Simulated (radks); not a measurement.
Fractional charge and spin in the 5p shell of barium: the spin-up occupation runs from 2 to 3 and the spin-down occupation from 2 to 3; the fullest corner is Ba+, [Kr] 4d10 5s2 6s(up 0.5, down 0.5) 5p(up 3, down 3). All-electron calculation, scalar-relativistic Kohn-Sham, PBE, spin-polarised, spherical densities, point nucleus. Program: a radial shooting solver on a logarithmic mesh with Libxc functionals. Energy (eV) above the fullest corner. The planes named below are the two flat planes that join the four corners, with an edge along up + down = one added electron.

down \ up       2    2.25     2.5    2.75       3
2          69.770  58.634  48.179  38.397  29.279
2.25       58.634  48.234  38.504  29.435  21.019
2.5        48.179  38.504  29.487  21.120  13.392
2.75       38.397  29.435  21.120  13.442   6.390
3          29.279  21.019  13.392   6.390   0.000

Corners above the fullest one (they belong to Ba2+ and the next ion): (up 3, down 2) 29.279 eV, (up 2, down 3) 29.279 eV, (up 2, down 2) 69.770 eV. With half an added electron in each spin the energy lies 0.208 eV from the planes, and with half an added electron in spin up alone -1.345 eV. The planes are only a guide here: the flat-plane condition holds for ground states with one frontier orbital, while this shell lies below other occupied shells, so the corners above the fullest one are inner-hole states and not the ground states of those ions.
